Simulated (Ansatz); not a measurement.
## Nudged elastic band run: Cl2FHZn

The input (input.yaml):

```yaml
crystal:
  periodic: [false, false, false]
  atoms:
    - { symbol: Zn, position_ang: [0.042643, 0.0, 0.099154] }
    - { symbol: Cl, position_ang: [0.501554, 0.0, 2.230001] }
    - { symbol: Cl, position_ang: [0.254043, 0.0, -2.030928] }
    - { symbol: F, position_ang: [-2.121231, 0.0, 0.773399] }
    - { symbol: H, position_ang: [-1.991807, 0.0, 1.678072] }
basis:
  gaussian: { orbitals: def2-SVP }
hamiltonian:
  xc: hf
neb:
  order_check: false
  images: 9
  f_tol: 0.05
  max_iterations: 60
  final_atoms:
    - { symbol: Zn, position_ang: [-0.73894601, 0.00097234, -0.3849583] }
    - { symbol: Cl, position_ang: [0.11944283, -0.00034778, 2.26841735] }
    - { symbol: Cl, position_ang: [0.73488416, -0.00048915, -1.92968315] }
    - { symbol: F, position_ang: [-2.26389961, 9.626e-05, 0.53750016] }
    - { symbol: H, position_ang: [-1.16627937, -0.00023166, 2.25842193] }
  initial_path:
    images:
      - { positions_ang: [[0.042643, 0.0, 0.099154], [0.501554, 0.0, 2.230001], [0.254043, 0.0, -2.030928], [-2.121231, 0.0, 0.773399], [-1.991807, 0.0, 1.678072]] }
      - { positions_ang: [[0.03595433, 0.0, 0.08157961], [0.394329, 0.0, 2.30418324], [0.21264547, 0.0, -2.07042201], [-2.07682207, 0.0, 0.74066241], [-1.88090472, 0.0, 1.69369474]] }
      - { positions_ang: [[0.02926565, 0.0, 0.06400523], [0.28710399, 0.0, 2.37836547], [0.17124793, 0.0, -2.10991601], [-2.03241315, 0.0, 0.70792583], [-1.77000243, 0.0, 1.70931748]] }
      - { positions_ang: [[0.02257698, 0.0, 0.04643084], [0.17987899, 0.0, 2.45254771], [0.1298504, 0.0, -2.14941002], [-1.98800422, 0.0, 0.67518924], [-1.65910015, 0.0, 1.72494022]] }
      - { positions_ang: [[0.01588831, 0.0, 0.02885646], [0.07265399, 0.0, 2.52672995], [0.08845286, 0.0, -2.18890402], [-1.94359529, 0.0, 0.64245266], [-1.54819786, 0.0, 1.74056296]] }
      - { positions_ang: [[0.00919963, 0.0, 0.01128207], [-0.03457102, 0.0, 2.60091219], [0.04705533, 0.0, -2.22839803], [-1.89918636, 0.0, 0.60971607], [-1.43729558, 0.0, 1.75618569]] }
      - { positions_ang: [[-0.1404295, 0.00019447, -0.067966], [-0.00376825, -6.956e-05, 2.53441322], [0.18462109, -9.783e-05, -2.16865505], [-1.97212901, 1.925e-05, 0.59527289], [-1.38309234, -4.633e-05, 1.85663294]] }
      - { positions_ang: [[-0.29005863, 0.00038894, -0.14721407], [0.02703452, -0.00013911, 2.46791425], [0.32218686, -0.00019566, -2.10891208], [-2.04507166, 3.85e-05, 0.58082971], [-1.3288891, -9.266e-05, 1.95708019]] }
      - { positions_ang: [[-0.43968775, 0.0005834, -0.22646215], [0.05783729, -0.00020867, 2.40141529], [0.45975263, -0.00029349, -2.0491691], [-2.11801431, 5.775e-05, 0.56638653], [-1.27468586, -0.000139, 2.05752744]] }
      - { positions_ang: [[-0.58931688, 0.00077787, -0.30571022], [0.08864006, -0.00027823, 2.33491632], [0.5973184, -0.00039132, -1.98942613], [-2.19095696, 7.701e-05, 0.55194335], [-1.22048261, -0.00018533, 2.15797469]] }
      - { positions_ang: [[-0.73894601, 0.00097234, -0.3849583], [0.11944283, -0.00034778, 2.26841735], [0.73488416, -0.00048915, -1.92968315], [-2.26389961, 9.626e-05, 0.53750016], [-1.16627937, -0.00023166, 2.25842193]] }
```

Command:

```bash
$ ansatz run input.yaml --threads 1 --pin off --max-ram 2048MiB --backend cpu --events-out ev --progress --plain --runs-dir out
```

Output, in part (warnings, iteration lines, the closing report on the highest movable image, with atoms numbered from 0):

```
NEB end point (image 0): max|allowed force component| = 2.517e-2 eV/Å (the criterion of neb.relax_end_points is 1.000e-2)
NEB end point (image 10): max|allowed force component| = 1.799e-3 eV/Å (the criterion of neb.relax_end_points is 1.000e-2)
NEB iter   1: max|band force component| = 4.212e0 eV/Å  barrier→ = 1.5216 eV  barrier← = 0.7033 eV  Δτ_max = 0.2000 Å  (420 SCF iters)
NEB iter   2: max|band force component| = 2.198e0 eV/Å  barrier→ = 1.0648 eV  barrier← = 0.2465 eV  Δτ_max = 0.2000 Å  (335 SCF iters)
NEB iter   3: max|band force component| = 2.205e0 eV/Å  barrier→ = 0.9873 eV  barrier← = 0.1691 eV  Δτ_max = 0.1013 Å  (334 SCF iters)
NEB iter   4: max|band force component| = 3.936e-1 eV/Å  barrier→ = 0.9740 eV  barrier← = 0.1557 eV  CI = image 6  Δτ_max = 0.0462 Å  (341 SCF iters)
NEB iter   5: max|band force component| = 1.346e-1 eV/Å  barrier→ = 0.9868 eV  barrier← = 0.1685 eV  CI = image 6  Δτ_max = 0.0093 Å  (345 SCF iters)
NEB iter   6: max|band force component| = 5.605e-2 eV/Å  barrier→ = 0.9870 eV  barrier← = 0.1687 eV  CI = image 6  Δτ_max = 0.0049 Å  (347 SCF iters)
NEB iter   7: max|band force component| = 9.481e-3 eV/Å  barrier→ = 0.9870 eV  barrier← = 0.1687 eV  CI = image 6  Δτ_max = 0.0000 Å  (908 SCF iters)
Total energy: -76091.28093984 eV, -2796.3029980165 hartree
Atom 0 at    -0.517506     0.000005    -0.167980 Å, force    -0.000744     0.000000    -0.002547 eV/Å
Atom 1 at     0.081131    -0.000072     2.259107 Å, force     0.001058    -0.000000     0.003370 eV/Å
Atom 2 at     0.519143    -0.000024    -2.035660 Å, force    -0.000379     0.000000    -0.000038 eV/Å
Atom 3 at    -2.109125     0.000076     0.831001 Å, force     0.002417    -0.000000     0.002058 eV/Å
Atom 4 at    -1.288442     0.000014     1.863231 Å, force    -0.002352     0.000000    -0.002843 eV/Å
Dipole moment:    -0.101342     0.000002     0.247481 e Å
```

The run converged. A vibrational analysis at the climbing image gives one clearly imaginary mode, 820i cm⁻¹: a first-order saddle point. The orbitals stay closed-shell, which can raise the energy where a bond breaks towards radicals; this wasn't checked here.

Final band (atoms are numbered from 1 in the order of the input):

```tsv
image	path coordinate (Å)	energy (kJ/mol)	F4–H5 (Å)	Cl2–H5 (Å)
0	0.00	0.0	0.91	2.55
1	0.20	1.5	0.92	2.36
2	0.39	6.8	0.92	2.17
3	0.59	19.1	0.94	1.98
4	0.79	42.3	0.98	1.80
5	0.98	77.1	1.10	1.61
6	1.18	95.2	1.32	1.43
7	1.35	89.7	1.52	1.34
8	1.51	83.3	1.70	1.31
9	1.68	79.9	1.86	1.29
10	1.85	79.0	2.04	1.29
```

Run time: 120 s on 1 thread of Intel(R) Xeon(R) Platinum 8488C (Sapphire Rapids), on a shared host, peak memory 0.19 GiB.
